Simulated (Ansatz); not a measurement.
`O=C=[N][Ga]([Cl])[Cl]` + NH₃ → `[NH2][Ga]([Cl])[Cl]` + `N=C=O` at 400 K and 1 bar (ligand exchange at a Ga–N bond).

Computed with Ansatz on PBE0-D4/def2-TZVP structures; ΔE is electronic, products minus reactants. CCSD(T)/CBS adds triple-zeta CCSD(T) − MP2 to the extrapolated MP2 energy (def2 sets, frozen cores). This one scheme is used for every species. For Ga outer-core shells are correlated without core-valence functions, which leaves a few kJ/mol of doubt a bond. Scalar relativity is left out up to krypton. Each species was taken in one conformer, which may not be the lowest.

```tsv
species	CCSD(T)/CBS energy (Eh)	H − E (kJ/mol)	S (J/(mol·K))
`O=C=[N][Ga]([Cl])[Cl]`	-3011.56329	74.9	415.0
NH₃	-56.50880	104.2	203.1
`[NH2][Ga]([Cl])[Cl]`	-2899.54184	102.3	377.0
`N=C=O`	-168.51995	72.4	252.4
```

H − E and S are ideal-gas, rigid-rotor, harmonic terms from PBE0-D4/def2-TZVP, for one conformer and one mirror image of each species. 1 Eh = 2625.50 kJ/mol, R = 8.31446 J/(mol·K).

By hand: ΔE, ΔH, ΔS and ΔG.

ΔE = (-2899.54184) + (-168.51995) − (-3011.56329) − (-56.50880) = 0.01030 Eh = 27.0 kJ/mol. Δ(H − E) = 102.3 + 72.4 − 74.9 − 104.2 = -4.4, so ΔH = 22.6 kJ/mol. ΔS = 377.0 + 252.4 − 415.0 − 203.1 = 11.3 J/(mol·K). ΔG = 22.6 − 400 × (11.3)/1000 = 18.1 kJ/mol.

By hand: the equilibrium constant, and the temperature at which ΔG would vanish if ΔH and ΔS stayed fixed.

log₁₀ K = −ΔG/(RT ln 10) = -2.4. ΔG = 0 at ΔH/ΔS = 2000 K, though so small a ΔS makes that figure unsure.

The number of gas molecules stays the same, so ΔS is small and ΔH decides. A doubt of 5 kJ/mol in ΔE shifts log₁₀ K by 0.7 here. Other conformers and mirror images would add mixing entropy, several J/(mol·K) or more a flexible species. Modes under 60 cm⁻¹, often nearly free rotors, make the harmonic entropy too high. These are equilibria of isolated gas molecules and say nothing of rates. Largest T1 diagnostic: 0.018 (customary marks: 0.02 for closed shells, 0.045 for open ones).
